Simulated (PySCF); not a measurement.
Radial density of Bi⁺ (bismuth, charge +1)

MN15, [Xe] 4f14 5d10 6s2 6p2, high-spin 3P determinant. Computed with PySCF 2.14 in ANO-RCC-VTZP (8s7p5d3f2g, 93 functions), with the spin-free X2C one-electron Hamiltonian (Gaussian nucleus).

```
r (bohr)  4πr²ρ (e/bohr)  4πr²(ρα − ρβ)
  0.0188           102.2         0.0123
  0.0317           127.9         0.0206
  0.0532           155.7         0.0020
  0.0896           122.8         0.0006
   0.151           143.8         0.0238
   0.253           83.86         0.0263
   0.426           85.09         0.0024
   0.717           29.50         0.1459
    1.21           15.57        -0.0154
    2.03           3.894         0.8695
    3.41          0.7745         0.5247
    5.74         0.03418         0.0328
    9.65       0.0001685         0.0002
```

Densities and radii are taken from the X2C orbitals without a picture-change correction, which distorts them close to the nucleus.

Spin-orbit coupling is strong in this species (close to jj coupling), so the high-spin LS determinant is a model state, not a physical level.

(1) Where is the radial spin density 4πr²(ρα − ρβ) most negative, and why is it negative at all?

## Answers

(1) Around r = 1.21 bohr, down to -0.0154 e/bohr: exchange with the open shell polarises the paired shells in an unrestricted calculation.
